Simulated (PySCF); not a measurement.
Atom-mapped SMILES (the numbers label the heavy atoms): `[NH2:1][c:2]1[cH:3][cH:4][c:5]([B:6]([OH:7])[OH:8])[cH:9][cH:10]1` (H(Xn): hydrogen on atom n).

One computed conformer, relativity neglected, no solvent model, equivalent nuclei averaged. Shieldings: GIAO B97-2/pcSseg-1; geometry: PBE0-D3(BJ)/def2-SVP; PySCF.

Task: Predict the 2D correlation tables (HSQC, COSY, HMBC).

Result: 

HSQC (one-bond C–H):
| δH | δC |
| --- | --- |
| 7.86 (H(C4)/H(C9)) | 140.3 (C4/C9) |
| 6.44 (H(C3)/H(C10)) | 112.5 (C3/C10) |

COSY cross peaks (H two or three bonds apart, from the bond graph; peaks can be absent where the dihedral angle is near 90°):
| δH | δH |
| --- | --- |
| 7.86 (H(C4)/H(C9)) | 6.44 (H(C3)/H(C10)) |

HMBC (two and three bonds, from the bond graph):
| δH | δC |
| --- | --- |
| 7.86 (H(C4)/H(C9)) | 150.5 (C2), 140.3 (C4/C9), 118.8 (C5), 112.5 (C3/C10) |
| 6.44 (H(C3)/H(C10)) | 150.5 (C2), 140.3 (C4/C9), 118.8 (C5), 112.5 (C3/C10) |

Scale: TMS for ¹H, ¹³C (reference shieldings calculated alike).

OH and NH positions are those of a molecule without intermolecular hydrogen bonds; in solution they move with solvent, concentration and temperature, and exchange usually removes their couplings. A carbon bonded to boron is broadened by the quadrupolar boron nucleus and is often missing from a measured spectrum. Shifts are as computed. Against solution values, carbons near 30 ppm lie about +1 ppm off and those near 130 ppm about +2 ppm. Of 1211 compounds with measured shifts, 218 miss one by over three times the rms of a fit or turn the order of signals round; such compounds aren't used in these exercises.
